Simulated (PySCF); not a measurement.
Geometries of 2 isomers of C6H3ClN2Se, from PBE0-D3(BJ)/def2-SVP geometry optimisation, gas phase (PySCF). One conformer each, no zero-point energy, no frequencies.

Question: Which isomer lies lower at this level?
A.
```xyz
13
angstrom
Cl     0.062   -3.177    1.121
C     -0.145   -1.563    0.572
C     -1.375   -0.932    0.670
C     -1.528    0.387    0.217
C     -0.472    1.098   -0.336
C      0.774    0.467   -0.438
Se     2.387    1.079   -1.105
N      3.083   -0.676   -0.636
N      2.208   -1.385   -0.133
C      0.943   -0.865    0.015
H     -2.218   -1.474    1.102
H     -2.507    0.864    0.305
H     -0.614    2.123   -0.681
```
B.
```xyz
13
angstrom
Cl    -0.093    3.612    0.009
C     -0.102    1.896    0.118
C     -1.269    1.187    0.192
C     -1.265   -0.239    0.282
C     -0.106   -0.963    0.300
C      1.137   -0.264    0.226
N      2.327   -0.845    0.235
Se     3.533    0.453    0.121
N      2.340    1.766    0.065
C      1.151    1.196    0.131
H     -2.217    1.727    0.181
H     -2.227   -0.753    0.338
H     -0.098   -2.051    0.369
```

Answer: B. That is `Clc1cccc2n[se]nc12`, 2.8 kcal/mol below the other.

| SMILES | atoms numbered as above | E (Eh) | relative (kcal/mol) | relative (kJ/mol) | dipole (D) |
| --- | --- | --- | --- | --- | --- |
| Clc1cccc2n[se]nc12 | [Cl:1][c:2]1[cH:3][cH:4][cH:5][c:6]2[n:7][se:8][n:9][c:10]12 | -3200.17796 | 0.0 | 0.0 | 1.41 |
| Clc1cccc2[se]nnc12 | [Cl:1][c:2]1[cH:3][cH:4][cH:5][c:6]2[se:7][n:8][n:9][c:10]12 | -3200.17357 | 2.8 | 11.5 | 3.98 |

As drawn, the higher has an N–N linkage, which the lower lacks.
